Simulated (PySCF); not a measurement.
# Working out the ionisation energy of Cr

Cr [Ar] 3d5 4s1 (7S) → Cr⁺ [Ar] 3d5 (6S). Calculation: PySCF 2.14, in x2c-SVPall; scalar relativity by spin-free X2C-1e. Frozen: [Ar]. Energies in hartree (1 hartree = 27.21139 eV):

```csv
part,Cr (lower),Cr⁺ (upper)
UHF,-1049.477061,-1049.255513
MP2 opposite-spin,0.000000,0.000000
MP2 same-spin,-0.060587,-0.049632
```

What does Hartree-Fock give?

(-1049.255513) − (-1049.477061) = 0.221548 hartree = 6.029 eV.

What do MP2 and SCS-MP2 (6/5 opposite-spin, 1/3 same-spin) give?

The opposite-spin parts differ by 0.000 eV and the same-spin parts by 0.298 eV. MP2: 6.029 + (0.000) + (0.298) = 6.327 eV. SCS-MP2: 6.029 + 1.2 × (0.000) + (0.298)/3 = 6.128 eV.

Measured between the centres of the two terms (NIST): 6.767 eV, so MP2 (valence) is off by -0.440 eV.

A double-zeta basis recovers only part of the correlation energy.

What remains against the reference includes basis incompleteness, the frozen core and correlation beyond second order.
